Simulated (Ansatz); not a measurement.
Ansatz (an electronic-structure program) input (B3LYP-D3(BJ)/def2-TZVP):

Ansatz 0.2 input:
```yaml
crystal:
  periodic: [false, false, false]
  atoms:
    - {symbol: C, position_ang: [3.11326571, 0.14954287, -0.08124591]}
    - {symbol: C, position_ang: [1.78748662, -0.42601301, 0.41762549]}
    - {symbol: C, position_ang: [0.56009803, 0.23708908, -0.20525635]}
    - {symbol: C, position_ang: [-0.77908281, -0.31435423, 0.27151064]}
    - {symbol: C, position_ang: [-2.03191807, 0.37024336, -0.37131236]}
    - {symbol: O, position_ang: [-3.19506019, -0.10216955, 0.03684895]}
    - {symbol: H, position_ang: [3.20417429, 0.03554581, -1.16536467]}
    - {symbol: H, position_ang: [3.97605337, -0.34183615, 0.37951201]}
    - {symbol: H, position_ang: [3.18138251, 1.21880918, 0.13921465]}
    - {symbol: H, position_ang: [1.73579525, -0.32707519, 1.50780067]}
    - {symbol: H, position_ang: [1.75842817, -1.50209168, 0.21231375]}
    - {symbol: H, position_ang: [0.62019035, 0.13877398, -1.29726365]}
    - {symbol: H, position_ang: [0.59753031, 1.31519760, -0.00022533]}
    - {symbol: H, position_ang: [-0.86930234, -0.20557939, 1.35979613]}
    - {symbol: H, position_ang: [-0.84652172, -1.38826372, 0.05585521]}
    - {symbol: H, position_ang: [-1.83666055, 0.28974363, -1.49612697]}
    - {symbol: H, position_ang: [-1.85968495, 1.48508394, -0.17823249]}
basis:
  gaussian:
    orbitals: def2-TZVP
hamiltonian:
  xc: b3lyp
  dispersion: d3bj
total_charge: -1
phonons: {temperatures: {t_min: 298.15, t_max: 298.15, t_step: 100}}
```

Output:

```
Functional definition: B3LYP
integrals: 0.18 GiB planned
1535 factors; their error is unknown
0.33 GiB of the device are held for the grids
1.42 GiB of device memory are held for the factors and their scratch space
mean field: 1.38 GiB planned
mean field evaluation 1: about -7403.6189 eV, gradient 6.9e1 eV
mean field evaluation 2: about -7257.9763 eV, gradient 1.7e2 eV
mean field evaluation 4: about -7412.8794 eV, gradient 2.4e1 eV
mean field evaluation 8: about -7414.4916 eV, gradient 1.8e-1 eV
mean field evaluation 16: about -7414.4641 eV, gradient 1.0e-2 eV
mean field -7414.46409283 eV, -272.4765297071 hartree, gradient 2.2e-5 eV, S^2 0.000000; 0 other end points of the search recorded, 0 dependent functions left out
the calculation of the forces begins
reference -7414.46441408 eV, -272.4765415129 hartree; 25, 25 occupied and 227, 227 virtual orbitals, 1535 factors
these checks for a lower state are left out or cut short: stability, starts, cluster_reference, orbital_swaps, neighbouring_geometries, increment
integrals: 0.18 GiB planned
1535 factors; their error is unknown
0.33 GiB of the device are held for the grids
1.42 GiB of device memory are held for the factors and their scratch space
mean field: 1.38 GiB planned
mean field -7414.46393425 eV, -272.4765238796 hartree, gradient 2.5e-6 eV, S^2 0.000000; 0 other end points of the search recorded, 0 dependent functions left out
the calculation of the forces begins
reference -7414.46425548 eV, -272.4765356845 hartree; 25, 25 occupied and 227, 227 virtual orbitals, 1535 factors
these checks for a lower state are left out or cut short: stability, starts, cluster_reference, orbital_swaps, neighbouring_geometries, increment
integrals: 0.18 GiB planned
1535 factors; their error is unknown
0.33 GiB of the device are held for the grids
1.42 GiB of device memory are held for the factors and their scratch space
mean field: 1.38 GiB planned
mean field evaluation 32: about -7414.4633 eV, gradient 6.7e-1 eV
mean field -7414.46393081 eV, -272.4765237531 hartree, gradient 2.5e-6 eV, S^2 0.000000; 0 other end points of the search recorded, 0 dependent functions left out
the calculation of the forces begins
reference -7414.46425209 eV, -272.4765355599 hartree; 25, 25 occupied and 227, 227 virtual orbitals, 1535 factors
these checks for a lower state are left out or cut short: stability, starts, cluster_reference, orbital_swaps, neighbouring_geometries, increment
integrals: 0.18 GiB planned
1535 factors; their error is unknown
0.33 GiB of the device are held for the grids
1.42 GiB of device memory are held for the factors and their scratch space
mean field: 1.38 GiB planned
mean field -7414.46397425 eV, -272.4765253494 hartree, gradient 2.5e-6 eV, S^2 0.000000; 0 other end points of the search recorded, 0 dependent functions left out
the calculation of the forces begins
reference -7414.46429546 eV, -272.4765371539 hartree; 25, 25 occupied and 227, 227 virtual orbitals, 1535 factors
these checks for a lower state are left out or cut short: stability, starts, cluster_reference, orbital_swaps, neighbouring_geometries, increment
integrals: 0.18 GiB planned
1535 factors; their error is unknown
0.33 GiB of the device are held for the grids
1.42 GiB of device memory are held for the factors and their scratch space
mean field: 1.38 GiB planned
mean field -7414.46389786 eV, -272.4765225422 hartree, gradient 2.5e-6 eV, S^2 0.000000; 0 other end points of the search recorded, 0 dependent functions left out
[...]
reference -7414.46441603 eV, -272.4765415847 hartree; 25, 25 occupied and 227, 227 virtual orbitals, 1535 factors
these checks for a lower state are left out or cut short: stability, starts, cluster_reference, orbital_swaps, neighbouring_geometries, increment
integrals: 0.18 GiB planned
1535 factors; their error is unknown
0.33 GiB of the device are held for the grids
1.42 GiB of device memory are held for the factors and their scratch space
mean field: 1.38 GiB planned
mean field -7414.46407115 eV, -272.4765289107 hartree, gradient 2.5e-6 eV, S^2 0.000000; 0 other end points of the search recorded, 0 dependent functions left out
the calculation of the forces begins
reference -7414.46439240 eV, -272.4765407164 hartree; 25, 25 occupied and 227, 227 virtual orbitals, 1535 factors
these checks for a lower state are left out or cut short: stability, starts, cluster_reference, orbital_swaps, neighbouring_geometries, increment
integrals: 0.18 GiB planned
1535 factors; their error is unknown
0.33 GiB of the device are held for the grids
1.42 GiB of device memory are held for the factors and their scratch space
mean field: 1.38 GiB planned
mean field evaluation 384: about -7414.4641 eV, gradient 1.2e-6 eV
mean field -7414.46408270 eV, -272.4765293350 hartree, gradient 2.5e-6 eV, S^2 0.000000; 0 other end points of the search recorded, 0 dependent functions left out
the calculation of the forces begins
reference -7414.46440396 eV, -272.4765411411 hartree; 25, 25 occupied and 227, 227 virtual orbitals, 1535 factors
these checks for a lower state are left out or cut short: stability, starts, cluster_reference, orbital_swaps, neighbouring_geometries, increment
integrals: 0.18 GiB planned
1535 factors; their error is unknown
0.33 GiB of the device are held for the grids
1.42 GiB of device memory are held for the factors and their scratch space
mean field: 1.38 GiB planned
mean field -7414.46402614 eV, -272.4765272565 hartree, gradient 2.5e-6 eV, S^2 0.000000; 0 other end points of the search recorded, 0 dependent functions left out
the calculation of the forces begins
reference -7414.46434743 eV, -272.4765390636 hartree; 25, 25 occupied and 227, 227 virtual orbitals, 1535 factors
these checks for a lower state are left out or cut short: stability, starts, cluster_reference, orbital_swaps, neighbouring_geometries, increment
integrals: 0.18 GiB planned
1535 factors; their error is unknown
0.33 GiB of the device are held for the grids
1.42 GiB of device memory are held for the factors and their scratch space
mean field: 1.38 GiB planned
mean field -7414.46396984 eV, -272.4765251876 hartree, gradient 2.5e-6 eV, S^2 0.000000; 0 other end points of the search recorded, 0 dependent functions left out
the calculation of the forces begins
reference -7414.46429106 eV, -272.4765369922 hartree; 25, 25 occupied and 227, 227 virtual orbitals, 1535 factors
these checks for a lower state are left out or cut short: stability, starts, cluster_reference, orbital_swaps, neighbouring_geometries, increment
integrals: 0.18 GiB planned
1535 factors; their error is unknown
0.32 GiB of the device are held for the grids
1.42 GiB of device memory are held for the factors and their scratch space
mean field: 1.38 GiB planned
mean field -7414.46404817 eV, -272.4765280661 hartree, gradient 2.5e-6 eV, S^2 0.000000; 0 other end points of the search recorded, 0 dependent functions left out
the calculation of the forces begins
reference -7414.46436942 eV, -272.4765398717 hartree; 25, 25 occupied and 227, 227 virtual orbitals, 1535 factors
these checks for a lower state are left out or cut short: stability, starts, cluster_reference, orbital_swaps, neighbouring_geometries, increment
integrals: 0.18 GiB planned
1535 factors; their error is unknown
0.33 GiB of the device are held for the grids
1.42 GiB of device memory are held for the factors and their scratch space
mean field: 1.38 GiB planned
mean field -7414.46410003 eV, -272.4765299718 hartree, gradient 2.5e-6 eV, S^2 0.000000; 0 other end points of the search recorded, 0 dependent functions left out
the calculation of the forces begins
reference -7414.46442129 eV, -272.4765417779 hartree; 25, 25 occupied and 227, 227 virtual orbitals, 1535 factors
these checks for a lower state are left out or cut short: stability, starts, cluster_reference, orbital_swaps, neighbouring_geometries, increment
integrals: 0.18 GiB planned
1535 factors; their error is unknown
0.33 GiB of the device are held for the grids
1.42 GiB of device memory are held for the factors and their scratch space
mean field: 1.38 GiB planned
mean field evaluation 416: about -7414.4634 eV, gradient 6.7e-1 eV
mean field -7414.46408018 eV, -272.4765292422 hartree, gradient 2.5e-6 eV, S^2 0.000000; 0 other end points of the search recorded, 0 dependent functions left out
the calculation of the forces begins
reference -7414.46440144 eV, -272.4765410484 hartree; 25, 25 occupied and 227, 227 virtual orbitals, 1535 factors
these checks for a lower state are left out or cut short: stability, starts, cluster_reference, orbital_swaps, neighbouring_geometries, increment
integrals: 0.18 GiB planned
1535 factors; their error is unknown
0.33 GiB of the device are held for the grids
1.42 GiB of device memory are held for the factors and their scratch space
mean field: 1.38 GiB planned
mean field -7414.46407472 eV, -272.4765290418 hartree, gradient 2.5e-6 eV, S^2 0.000000; 0 other end points of the search recorded, 0 dependent functions left out
the calculation of the forces begins
reference -7414.46439597 eV, -272.4765408473 hartree; 25, 25 occupied and 227, 227 virtual orbitals, 1535 factors
these checks for a lower state are left out or cut short: stability, starts, cluster_reference, orbital_swaps, neighbouring_geometries, increment
integrals: 0.18 GiB planned
1535 factors; their error is unknown
0.33 GiB of the device are held for the grids
1.42 GiB of device memory are held for the factors and their scratch space
mean field: 1.38 GiB planned
mean field -7414.46401356 eV, -272.4765267939 hartree, gradient 2.5e-6 eV, S^2 0.000000; 0 other end points of the search recorded, 0 dependent functions left out
the calculation of the forces begins
reference -7414.46433478 eV, -272.4765385988 hartree; 25, 25 occupied and 227, 227 virtual orbitals, 1535 factors
these checks for a lower state are left out or cut short: stability, starts, cluster_reference, orbital_swaps, neighbouring_geometries, increment
integrals: 0.18 GiB planned
1535 factors; their error is unknown
0.33 GiB of the device are held for the grids
1.42 GiB of device memory are held for the factors and their scratch space
mean field: 1.38 GiB planned
mean field -7414.46404429 eV, -272.4765279236 hartree, gradient 2.5e-6 eV, S^2 0.000000; 0 other end points of the search recorded, 0 dependent functions left out
the calculation of the forces begins
reference -7414.46436557 eV, -272.4765397304 hartree; 25, 25 occupied and 227, 227 virtual orbitals, 1535 factors
Total energy: -7415.01296068 eV, -272.4967002285 hartree
Atom 0 at     3.113266     0.149543    -0.081246 Å, force     0.000552    -0.000201     0.000192 eV/Å
Atom 1 at     1.787487    -0.426013     0.417625 Å, force    -0.000728    -0.000197     0.000166 eV/Å
Atom 2 at     0.560098     0.237089    -0.205256 Å, force     0.001310     0.000000     0.000023 eV/Å
Atom 3 at    -0.779083    -0.314354     0.271511 Å, force    -0.000693     0.000066    -0.000072 eV/Å
Atom 4 at    -2.031918     0.370243    -0.371312 Å, force    -0.001049     0.001164    -0.001074 eV/Å
Atom 5 at    -3.195060    -0.102170     0.036849 Å, force     0.001036     0.000419    -0.000362 eV/Å
Atom 6 at     3.204174     0.035546    -1.165365 Å, force    -0.000047     0.000041     0.000181 eV/Å
Atom 7 at     3.976053    -0.341836     0.379512 Å, force    -0.000005     0.000169    -0.000153 eV/Å
Atom 8 at     3.181383     1.218809     0.139215 Å, force    -0.000043    -0.000177    -0.000059 eV/Å
Atom 9 at     1.735795    -0.327075     1.507801 Å, force     0.000082     0.000065    -0.000113 eV/Å
Atom 10 at     1.758428    -1.502092     0.212314 Å, force     0.000081     0.000120    -0.000052 eV/Å
Atom 11 at     0.620190     0.138774    -1.297264 Å, force    -0.000147     0.000045    -0.000553 eV/Å
Atom 12 at     0.597530     1.315198    -0.000225 Å, force    -0.000157     0.000552     0.000006 eV/Å
Atom 13 at    -0.869302    -0.205579     1.359796 Å, force     0.000048    -0.000101     0.000240 eV/Å
Atom 14 at    -0.846522    -1.388264     0.055855 Å, force     0.000051    -0.000247     0.000078 eV/Å
Atom 15 at    -1.836661     0.289744    -1.496127 Å, force    -0.000149    -0.000664     0.000991 eV/Å
Atom 16 at    -1.859685     1.485084    -0.178232 Å, force    -0.000142    -0.001054     0.000561 eV/Å
Dipole moment:     2.365313    -0.024837     0.063851 e Å
Vibrations: 68.89 82.27 133.25 163.61 243.43 324.42 350.99 509.93 734.12 759.28 846.79 876.87 942.04 975.68 1009.98 1056.65 1120.11 1182.75 1214.62 1228.80 1241.70 1267.26 1290.47 1315.14 1320.88 1365.52 1392.17 1398.14 1462.38 1473.37 1483.92 1493.84 1495.78 1508.17 2388.48 2493.37 2973.82 2976.83 2988.76 2998.31 3005.03 3010.43 3028.64 3056.30 3067.38 cm⁻¹, zero-point energy 4.049358 eV
```

It need not be the lowest isomer of its formula. Whether it binds its extra electron was not tested at this geometry.
